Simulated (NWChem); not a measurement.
**Atomisation of H4BCl2NO**

```
B
O 1 1.3949
H 2 0.9611 1 111.77
N 1 1.6181 2 103.51 3 179.37
H 4 1.0209 1 110.44 2 -179.92
H 4 1.0227 5 109.17 1 -120.31
H 4 1.0227 5 109.13 6 -119.46
Cl 1 1.8614 2 115.91 3 65.83
Cl 1 1.8617 2 115.94 3 -67.16
```
Charge 0, spin multiplicity 1.

Program: NWChem. The geometry was optimised at PBE0/def2-SVP, a minimum by its harmonic frequencies. It is one conformer; others weren't searched.

Basis set: def2-TZVP. The atomisation energy is electronic alone: no zero-point, thermal, spin-orbit or counterpoise terms. No value is extrapolated to the basis-set limit. Free atoms are single determinants with multiplicities B 2, Cl 2, O 3, H 2, N 4. Correlated methods freeze the same cores in atoms and molecule, 13 orbitals in all.

Costs are rough ratios of processor time within this set of runs, SCF included, with TPSS as 1. Costs are the molecule's.

B3LYP has NWChem's definition, with VWN1-RPA local correlation. The structure started from a generated list of species. The stability of the SCF solutions was not checked. Open-shell Hartree-Fock references start from PBE0 orbitals; any time given for them includes that run.

| method | atomisation energy (kcal/mol) | relative cost |
|---|---|---|
| TPSS | ? | 1 |
| r2SCAN | ? | under 3 |
| BP86 | 793.6 | under 3 |
| PBE0 | ? | under 3 |
| B3LYP | ? | under 3 |
| PBE | 790.3 | under 3 |
| HF | 549.1 | under 3 |
| MP2 | 768.5 | under 3 |

### Question
What belongs in the gaps?

### Answer

- TPSS, atomisation energy (kcal/mol): 769.4
- r2SCAN, atomisation energy (kcal/mol): 778.5
- PBE0, atomisation energy (kcal/mol): 774.1
- B3LYP, atomisation energy (kcal/mol): 764.6
